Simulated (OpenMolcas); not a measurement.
## V2+: ligand-field states by method

V2+ with 4 ligands (water) in square-planar coordination (D2h) at 2.02 Å. Ligand basis ANO-RCC-VDZP.
```
V     0.0000    0.0000    0.0000
O     2.0200    0.0000    0.0000
H     2.5970    0.7797    0.0000
H     2.5970   -0.7797    0.0000
O     0.0000    2.0200    0.0000
H     0.0000    2.5970    0.7797
H     0.0000    2.5970   -0.7797
O    -2.0200    0.0000    0.0000
H    -2.5970    0.7797    0.0000
H    -2.5970   -0.7797    0.0000
O     0.0000   -2.0200    0.0000
H     0.0000   -2.5970    0.7797
H     0.0000   -2.5970   -0.7797
```

```yaml
Program: OpenMolcas
Basis: ANO-RCC-VDZP [5s4p2d1f]
Scalar_Hamiltonian: DKH2, point nucleus
Active_space: 3 electrons in 5 orbitals (3d)
State_averaging: 2S+1 = 4 even, 10 roots; 2S+1 = 2 even, 40 roots
Spin-orbit_coupling: RASSI with atomic mean-field integrals over the reference wave functions
```

I. CASSCF
II. SS-CASPT2, IPEA 0.25 Eh, imaginary shift 0.1 Eh (closed shells correlated: 3s 3p and the ligand valence shells)

Spin-free states in cm-1, each column counted from its own energy of the first state listed:

```json
{"State": "2S+1 = 4", "Degeneracy": "1", "I": "0", "II": "0"}
{"State": "2S+1 = 4", "Degeneracy": "1", "I": "114", "II": "-1540"}
{"State": "2S+1 = 4", "Degeneracy": "1", "I": "2557", "II": "1560"}
{"State": "2S+1 = 4", "Degeneracy": "1", "I": "5262", "II": "2710"}
{"State": "2S+1 = 2", "Degeneracy": "1", "I": "14419", "II": "9550"}
{"State": "2S+1 = 4", "Degeneracy": "1", "I": "14797", "II": "14090"}
{"State": "2S+1 = 2", "Degeneracy": "1", "I": "14811", "II": "10800"}
{"State": "2S+1 = 2", "Degeneracy": "1", "I": "14941", "II": "10920"}
{"State": "2S+1 = 2", "Degeneracy": "1", "I": "15485", "II": "12110"}
{"State": "2S+1 = 4", "Degeneracy": "1", "I": "15486", "II": "16180"}
{"State": "2S+1 = 2", "Degeneracy": "1", "I": "16173", "II": "11300"}
{"State": "2S+1 = 2", "Degeneracy": "1", "I": "16267", "II": "13310"}
{"State": "2S+1 = 4", "Degeneracy": "1", "I": "16509", "II": "16170"}
{"State": "2S+1 = 2", "Degeneracy": "1", "I": "16673", "II": "11550"}
{"State": "2S+1 = 2", "Degeneracy": "1", "I": "16854", "II": "13100"}
{"State": "2S+1 = 2", "Degeneracy": "1", "I": "17083", "II": "12300"}
{"State": "2S+1 = 2", "Degeneracy": "1", "I": "17988", "II": "13710"}
{"State": "2S+1 = 2", "Degeneracy": "1", "I": "18658", "II": "13290"}
{"State": "2S+1 = 2", "Degeneracy": "1", "I": "19370", "II": "15600"}
{"State": "2S+1 = 2", "Degeneracy": "1", "I": "20120", "II": "15700"}
```

II puts a state of multiplicity 4 lowest, 1500 cm-1 below that state.

From I to II, I's first state of another spin (2S+1 = 2) moves from 14419 to 9550 cm-1, by about -4900 cm-1.

χT at 300 K: I 1.70, II 1.81 cm3 K/mol.

Ligand-to-metal charge-transfer states are missing. With no ligand orbital active B as a rule stays too high, so bands that hang on it stand too high and its fall with covalency is understated. Spin-orbit coupling mixes the spin-free states strongly: the lowest level takes only 67 % from its leading state, an unlabelled state of the same spin as most of the rest (holds for I). Without dynamic correlation the repulsion within the d shell is too large (B by tens of per cent), so at a given field states of lower spin stand too high (holds for I). With metal d orbitals alone and no dynamic correlation the field as a rule comes out too small, by tens of per cent, by up to half for chloride and softer ligands (holds for I). No measured value stands beside these numbers; the geometry was imposed, not optimised, and the real ion may take another.

A state without a sure symmetry label is named by its multiplicity alone.
